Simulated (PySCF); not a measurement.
Geometry (Å), atoms numbered from 1 in this order:
```xyz
19

C    -2.590    0.832    0.715
C    -1.512    0.220   -0.165
C    -0.272   -0.184    0.624
C     0.817   -0.845   -0.215
C     1.496    0.078   -1.215
S     2.741    1.133   -0.382
B     3.181   -0.095    0.839
S     2.124   -1.533    0.894
H    -2.220    1.733    1.228
H    -2.921    0.123    1.491
H    -3.475    1.121    0.128
H    -1.239    0.939   -0.957
H    -1.915   -0.666   -0.688
H    -0.564   -0.886    1.423
H     0.158    0.697    1.132
H     0.394   -1.707   -0.758
H     2.023   -0.501   -1.988
H     0.769    0.734   -1.716
H     4.123    0.040    1.572
```

Geometry: PBE0-D3(BJ)/def2-SVP; GIAO absolute shieldings from PySCF 2.14.0 with density-fitted response routines, gas phase, non-relativistic, averaged over equivalent atoms.

At PBE0/pcSseg-1 (205 basis functions, 85 s wall time on 1 thread of an Arm Neoverse N1, shared host):
| atoms | σ (ppm) |
| --- | --- |
| C4 | 127.0 |
| C5 | 141.1 |
| C3 | 146.4 |
| C2 | 159.5 |
| C1 | 168.5 |
| S8 | 343.9 |
| S6 | 432.5 |
| B7 | 40.2 |
| H19 | 24.65 |
| H16 | 27.88 |
| H18 | 28.05 |
| H17 | 28.39 |
| H15 | 29.93 |
| H12 | 30.09 |
| H14 | 30.24 |
| H13 | 30.26 |
| H9/H10/H11 | 30.29 |

**Question.** Predict the values at B3LYP/pcSseg-1 on the same geometry.

**Answer.** 
| atoms | σ at B3LYP/pcSseg-1 | change |
| --- | --- | --- |
| C4 | 119.9 | -7.1 |
| C5 | 134.7 | -6.4 |
| C3 | 139.4 | -7.0 |
| C2 | 152.6 | -6.9 |
| C1 | 162.6 | -5.9 |
| S8 | 319.7 | -24.2 |
| S6 | 409.9 | -22.6 |
| B7 | 35.3 | -4.9 |
| H19 | 24.92 | +0.27 |
| H16 | 28.03 | +0.15 |
| H18 | 28.17 | +0.12 |
| H17 | 28.52 | +0.13 |
| H15 | 30.00 | +0.07 |
| H12 | 30.15 | +0.06 |
| H14 | 30.34 | +0.10 |
| H13 | 30.34 | +0.08 |
| H9/H10/H11 | 30.38 | +0.09 |

The largest change is at S8 (sulfur bonded to C, B, in a 5-membered ring). Cost: 205 basis functions, 63 s wall time on 1 thread of an Arm Neoverse N1, shared host. The order of the carbon signals is the same at both levels.
